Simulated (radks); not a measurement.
Results of a calculation; reference values are marked as such.
Task: Coherent X-ray form factor from a spherical all-electron density. Level of theory: non-relativistic Kohn-Sham, SCAN, spin-polarised, spherical densities, point nucleus; meta-GGA in the generalised Kohn-Sham scheme (a radial shooting solver on a logarithmic mesh with Libxc functionals).

sin(theta)/lambda (1/angstrom)  f0 (electrons)
0.05                                    32.277
0.1                                     30.480
0.15                                    28.304
0.2                                     26.211
0.25                                    24.338
0.3                                     22.659
0.4                                     19.647
0.5                                     16.913
0.6                                     14.466
0.8                                     10.685
1                                        8.345
1.25                                     6.756
1.5                                      5.855
2                                        4.542

The species is in the configuration that NIST lists as its ground one. Which atom or ion scatters so?

Result: Neutral arsenic, [Ar] 3d10 4s2 4p(up 2.25, down 0.75). Extrapolating in s^2 from the first two rows gives f0(0) = 32.9, near the electron count 33; among species with that count, the fall with angle is slower the higher Z, and the table is that of Z = 33; from so few rows the species is fixed only to a neighbour or two.
